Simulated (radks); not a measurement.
The numbers below are computed, except where a source is named.
Coulomb parameter of the 3d shell of the cobalt ion Co3+ in the model configuration [Ar] 3d5 4s1, as a second difference U = [E(n + 0.25) + E(n - 0.25) - 2 E(n)] / (0.25)^2 with all orbitals relaxed. "Bare": the charge of the atom changes with n. "Screened": the 4s shell takes up the change at fixed total charge, which measures U(3d,3d) + U(4s,4s) - 2 U(3d,4s). Code: a radial shooting solver on a logarithmic mesh with Libxc functionals. Model: Dirac Kohn-Sham, LDA (Slater exchange, Perdew-Wang correlation), spin-unpolarised, spherical densities, finite nucleus; open shells are shared between the two j in proportion to 2j + 1; Fermi nuclear charge, rms radius 3.7875 fm.

case                 configuration  E - E(n) (eV)
start                 [Ar] 3d5 4s1          0.000
bare +0.25         [Ar] 3d5.25 4s1        -12.656
bare -0.25         [Ar] 3d4.75 4s1         13.950
screened +0.25  [Ar] 3d5.25 4s0.75         -4.267
screened -0.25  [Ar] 3d4.75 4s1.25          4.598

U(bare) = 20.703 eV, U(screened by 4s) = 5.297 eV.
